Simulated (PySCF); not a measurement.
Hirshfeld charges from PBE0/pcSseg-1 densities (PySCF) at GFN2-xTB geometries, gas phase, one conformer each. Species are given as SMILES. The Hirshfeld scheme divides the density at each point in proportion to the densities of the neutral, spherically averaged free atoms.

Task: Rank these species by the highest charge on any of their hydrogens, highest value first.
A. `C=CC(Cl)Cl`
B. `C=CC#CC=C=S`
C. `C[SiH2]SCCC[SiH3]`
D. `C#CC[P@@](=O)(C#CC)C1CC1`

Result: D (+0.091 e), B (+0.078 e), A (+0.060 e), C (+0.046 e).

Task: For each of these, name the hydrogen and the heavy atom of highest charge and the atom of lowest charge, and give the mean charge of the hydrogens: `[CH3:1][n:2]1[cH:3][n:4][cH:5][n:6]1`; `[CH3:1][SiH2:2][S:3][CH2:4][CH2:5][CH2:6][SiH3:7]`; `[CH:1]#[C:2][CH2:3][P@@:4](=[O:5])([C:6]#[C:7][CH3:8])[CH:9]1[CH2:10][CH2:11]1`; `[CH2:1]=[CH:2][CH:3]([Cl:4])[Cl:5]`; `[CH2:1]=[CH:2][C:3]#[C:4][CH:5]=[C:6]=[S:7]`.

Result: 
```
                  SMILES           H of highest charge  its q (e)                   heavy atom of highest charge  its q (e)        atom of lowest charge  its q (e)  mean q of all H (e)
                Cn1cncn1   H on C3 (aromatic hydrogen)     +0.070                                       C3 or N2     +0.042  N4 (pyridine-type nitrogen)     -0.220               +0.063
       C[SiH2]SCCC[SiH3]     H on C1 (methyl hydrogen)     +0.046                             Si2 (SiH2 silicon)     +0.324        C1 (Si-methyl carbon)     -0.213               -0.002
C#CC[P@@](=O)(C#CC)C1CC1     H on C1 (alkyne hydrogen)     +0.091                     P4 (phosphoryl phosphorus)     +0.446       O5 (phosphoryl oxygen)     -0.387               +0.062
              C=CC(Cl)Cl    H on C1 (vinylic hydrogen)     +0.060                              C3 (CHCl2 carbon)     +0.037    C1 (terminal =CH2 carbon)     -0.078               +0.054
             C=CC#CC=C=S  H on C5 (hydrogen on carbon)     +0.078  C6 (central carbon of cumulated double bonds)     +0.046    C1 (terminal =CH2 carbon)     -0.084               +0.060
```

'Or' marks atoms within 0.002 e of each other.
